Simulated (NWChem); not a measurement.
Species: CH₆OSi; SMILES C[SiH2]O

```xyz
9

Si     0.4964     0.0958     0.0019
C     -0.4539    -1.5293    -0.0206
O     -0.4928     1.4424    -0.0682
H      1.3605     0.2015    -1.1998
H      1.3551     0.1257     1.2250
H     -1.1058    -1.6393     0.8545
H      0.2466    -2.3744    -0.0162
H     -1.0770    -1.6142    -0.9180
H     -1.0634     1.5963     0.6970
```
Atoms are numbered in this order, from 1.

Computed with NWChem. Pople sets run with spherical d functions. Coordinates come from a B3LYP/6-31G* (spherical d) optimisation. Ions are spin-unrestricted doublets at the neutral geometry; other ion states weren't tried.

| level | vertical ionisation energy, ΔSCF (eV) | −ε(HOMO) (eV) | ΔSCF minus −ε(HOMO) (eV) |
|---|---|---|---|
| B3LYP/6-31+G* | 10.66 | 8.19 | 2.47 |
| PBE/6-31+G* | [?] | [?] | [?] |
| Hartree-Fock/6-31+G* | 11.51 | 11.98 | -0.47 |
| BHandHLYP/6-31+G* | 10.92 | 9.82 | 1.10 |
| PBE0/6-31+G* | 10.67 | 8.42 | 2.25 |

Q: Fill in the missing entries.

A: 
- PBE/6-31+G*, vertical ionisation energy, ΔSCF (eV): 10.29
- PBE/6-31+G*, −ε(HOMO) (eV): 6.93
- PBE/6-31+G*, ΔSCF minus −ε(HOMO) (eV): 3.36
